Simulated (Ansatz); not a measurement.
# Two structures, one formula

Two relaxed structures of C₂H₄Te, singlet (PBE0-D4/def2-TZVP; forces vanish, vibrations not checked).

A:

C1  (-0.591, -0.045, -0.449)
C2  (0.498, 0.331, 0.440)
Te3  (0.584, -1.811, 0.052)
H4  (-1.595, -0.095, -0.049)
H5  (-0.518, 0.211, -1.498)
H6  (0.272, 0.551, 1.476)
H7  (1.349, 0.857, 0.027)
(Å)

B:

C1  (-0.824, 0.244, -0.534)
C2  (0.464, -0.122, 0.088)
Te3  (0.977, -1.876, 0.783)
H4  (-1.517, -0.594, -0.585)
H5  (-0.655, 0.637, -1.544)
H6  (-1.290, 1.065, 0.028)
H7  (1.195, 0.682, 0.161)
(Å)

Computed with Ansatz 0.2.0 (basis: def2-TZVPP); correlated methods freeze the cores. Filled d shells of the heavier atoms are correlated. Core potentials replace the inner electrons of the atoms past krypton. The def2 sets are not built for correlating such inner shells, so the correlated values are less sure here. B3LYP uses VWN-RPA correlation.

Problem. Which structure is lower at CCSD(T), and by how much? (Judge from chemistry; the value comes from the calculation.)

Solution. By the calculation: A, by 0.348 eV (electronic energy, against the other). By their contacts, A is C₂H₄Te ([CH2]1[CH2][Te]1) and B is C₂H₄Te ([CH3][CH][Te]).

All methods give the same order:

```tsv
method	E(B) − E(A) (eV)
PBE-D4	0.408
r2SCAN-D4	0.427
PBE0-D4	0.486
B3LYP-D4	0.342
wB97M-V	0.478
HF	0.362
MP2	0.500
CCSD	0.385
CCSD(T)	0.348
```

T1 diagnostic: at most 0.019. The restricted Hartree–Fock reference is unstable towards an unrestricted one at one or more of these structures. A large double-excitation amplitude points to some diradical character; no triplet was computed.

Labels in which every atom is bracketed show which atoms are joined, not bond orders.

For scale, one of the runs: CCSD(T)/def2-TZVPP, 168 basis functions, launched by `ansatz run in.yaml --threads 2 --pin off --events-out ev --progress --plain --max-ram 4352MiB`. Time: 56 s of wall clock on 2 CPU threads of an Arm Neoverse V1; the host was shared. Peak host memory: 1.6 GiB.
